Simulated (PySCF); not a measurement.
C2H5InO. Atoms are numbered in the order given.

```xyz
9

In    -0.3059    -0.4533     0.0000
H     -1.3911    -1.7970     0.0000
C     -0.5015     1.6978     0.0000
C      0.5836     2.4964     0.0000
H     -1.5037     2.1636     0.0000
H      0.5077     3.6000     0.0000
H      1.6128     2.0938     0.0000
O      1.6281    -1.0854     0.0000
H      2.2464    -0.3299     0.0000
```

Coordinates come from a PBE-D3(BJ)/def2-SVP optimisation. The structure was generated by enumeration; whether it is a known compound was not checked. The def2 effective core potentials stand for the cores of In; spin–orbit coupling is left out. Other conformers were not sampled.

Level of theory: PBE-D3(BJ)/def2-SVP run with PySCF.

Frequencies are harmonic and unscaled.

```tsv
mode	ν (cm⁻¹)	IR (km/mol)	moving atoms (share of kinetic energy)
1	50	2.9	H 49 %, C 43 %
2	101	8.2	O 52 %, C 24 %, H 17 %
3	251	15.7	C 58 %, H 22 %, In 16 %
4	285	80.0	H 85 %, O 11 %
5	388	40.1	H 87 %, C 11 %
6	440	57.4	H 94 %
7	472	26.8	H 79 %, C 19 %
8	482	19.2	C 70 %, H 22 %, In 8 %
9	565	44.0	O 85 %, In 12 %
10	769	108.9	H 93 %
11	940	26.9	H 72 %, C 28 %
12	949	8.2	H 88 %, C 12 %
13	1005	11.6	H 94 %
14	1196	16.1	H 73 %, C 27 %
15	1361	7.9	H 84 %, C 16 %
16	1599	3.2	C 85 %, H 15 %
17	1765	187.1	H 99 %
18	3029	23.2	H 95 %
19	3075	7.2	H 91 %, C 9 %
20	3115	13.0	H 90 %, C 10 %
21	3711	16.1	H 94 %
```
